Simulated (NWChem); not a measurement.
## Correlation energy of CSi

```
Si
C 1 1.7373
```
Charge 0, spin multiplicity 3.

Program: NWChem. All single points use one geometry, from UPBE/def2-SVP, a minimum by its harmonic frequencies.

Basis set: 6-31G*. Each correlation energy counts from its own Hartree-Fock reference.

The correlated methods keep 6 core orbitals frozen. The Pople sets run with spherical d functions. This spin state was chosen for the runs; another may lie lower. The structure started from a generated list of species. The unpaired electrons of the parent sit in orbitals of symmetry a1 and b1 (C2v labels of the run); other states weren't searched. The stability of the SCF solutions was not checked. Open-shell Hartree-Fock references start from PBE0 orbitals. No row is a measurement; the coupled-cluster row has its own basis-set and correlation limits.

```
method           correlation energy (mHa)             remark
---------------  ------------------------  -----------------
UMP2                               -123.0  spin-contaminated
SCS-UMP2                           -118.9  spin-contaminated
CCSD on UHF                        -168.0  spin-contaminated
CCSD[T] on UHF                     -178.4  spin-contaminated
CCSD(T) on UHF                          …  spin-contaminated
CCSD on ROHF                       -192.9                  -
CCSD[T] on ROHF                    -205.6                  -
CCSD(T) on ROHF                         …                  -
CCSDT on ROHF                           …   large amplitudes
```

Problem. Some entries are withheld; supply them.

Solution. 
- CCSD(T) on UHF, correlation energy (mHa): -176.9
- CCSD(T) on ROHF, correlation energy (mHa): -204.1
- CCSDT on ROHF, correlation energy (mHa): -204.9
